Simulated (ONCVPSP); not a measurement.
**P: ONCV pseudisation with PBEsol, scalar-relativistic reference atom.**

* Element: P (Z = 15)
* Generator: ONCVPSP 4.0.1
* Type: optimised norm-conserving Vanderbilt (ONCV)
* Functional: PBEsol
* Relativity: scalar-relativistic
* Frozen core: [Ne]
* Valence charge: 5
* Reference configuration: 3s2 3p3
* Partial waves: 3s: rc 1.15 bohr, ncon 3, nbas 7, qcut 7 1/bohr, 1 projector; 3p: rc 1.65 bohr, ncon 5, nbas 8, qcut 5.5 1/bohr, 1 projector
* Local potential: polynomial inside 0.75 bohr (lpopt 5, dvloc0 0 Ha)
* Core correction: polynomial model core, fcfact 0.25

- Cutoffs needed: 23 Ha and 95 Ha (the cutoffs (Ha) at which the residual kinetic energy of the hardest occupied pseudo-wave falls to 1 and 0.1 mHa per electron)
- Ghost test: ghosts flagged at negative energy: s at -38.3 eV; no localised positive-energy state flagged; a true bound ghost makes a file unfit for plane-wave use
- Largest excitation error: -16 meV (all-electron minus pseudo) for 3s2 3p0, out of 4 test configurations
- rms error of d²Exc/dni dnj: 1.89 mHa without and 0.21 mHa with the model core
